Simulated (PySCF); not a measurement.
This PySCF input asks for the NMR shieldings of SMILES B(C=C)(N)N, C₂H₇BN₂; the geometry comes from PBE0-D3(BJ)/def2-SVP.

```python
import basis_set_exchange as bse
import numpy as np
from pyscf import gto, dft
from pyscf.prop import nmr

atoms = """
C     1.986448    0.271306   -0.068792
C     0.823848    0.619094    0.495433
B    -0.573923   -0.009736    0.124293
N    -1.741727    0.772187    0.307371
N    -0.633678   -1.328077   -0.390561
H     2.940507    0.739620    0.198167
H     2.035586   -0.501643   -0.845748
H     0.855615    1.420137    1.248287
H    -1.698407    1.739767    0.590571
H    -2.674460    0.461758    0.074899
H     0.174661   -1.931911   -0.396285
H    -1.486901   -1.787730   -0.674755
"""
names = dict.fromkeys(["C", "B", "N", "H"], "pcSseg-1")
basis = {el: gto.basis.parse(bse.get_basis(n, elements=[el], fmt="nwchem")) for el, n in names.items()}
mol = gto.M(atom=atoms, basis=basis, charge=0, verbose=0)
mf = dft.RKS(mol, xc="PBE0")
mf.grids.level = 2
mf.grids.alignment = dft.numint.BLKSIZE   # the property module wants whole blocks of grid points
mf.conv_tol = 1e-9
mf.kernel()

calc = nmr.RKS(mf)   # GIAO
C = mf.mo_coeff
Co = C[:, mf.mo_occ > 0]
resp = mf.gen_response(singlet=True, hermi=2)
def vind(x):   # induced exchange potential for any number of trial vectors
    d = np.einsum("pi,xij,qj->xpq", C, 2 * x.reshape(-1, C.shape[1], Co.shape[1]), Co, optimize=True)
    return np.einsum("xpq,pi,qj->xij", resp(d - d.transpose(0, 2, 1)), C, Co, optimize=True).ravel()
mo1, _ = nmr.rhf.solve_mo1(calc, with_cphf=vind)
sigma = calc.kernel(mo1)
for i, s in enumerate(sigma):   # ppm
    print("%2d %-2s %9.2f" % (i, mol.atom_pure_symbol(i), np.trace(s) / 3))
```

Problem. What does it print?

Solution. 
```
 0 C      49.04
 1 C      36.94
 2 B      75.53
 3 N     200.87
 4 N     206.82
 5 H      25.37
 6 H      25.36
 7 H      25.08
 8 H      29.22
 9 H      29.38
10 H      29.00
11 H      29.49
```

These numbers come from an equivalent density-fitted implementation of the same equations, which agrees with the script to about 0.01 ppm for H and up to a few tenths of a ppm for heavy atoms, so last digits may differ.

Size and cost of the density-fitted run: 120 basis functions, 7.8 s wall time on 1 thread of an Arm Neoverse V1, shared host.
